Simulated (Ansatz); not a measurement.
```xyz
2

Li    0.0000    0.0000    0.0000
C     0.0000    0.0000    2.9560
```

Basis set: pcseg-2 (spherical functions). Charge 0, multiplicity 2.

Computed with Ansatz (development build ahead of 0.2.0); each method stands on the lowest determinant of its kind that the runs found. Restricted functionals stand beside restricted open-shell atoms, which can lie above the unrestricted atoms usual in DFT and then raise those values.

Task: Give the atomization energy at this shape (free ground-state atoms in the same class of orbitals less the molecule, no zero-point energy) of doublet LiC by r²SCAN (unrestricted), r²SCAN (restricted open-shell).

Result:

```
                        method  atomization energy
         r²SCAN (unrestricted)        100.5 kJ/mol
r²SCAN (restricted open-shell)         35.9 kJ/mol
```

Caution: the shape is not the minimum. Caution for r²SCAN (unrestricted): the unrestricted determinant is a mixture of spin states. Caution for r²SCAN (restricted open-shell): an unrestricted determinant lies well below.
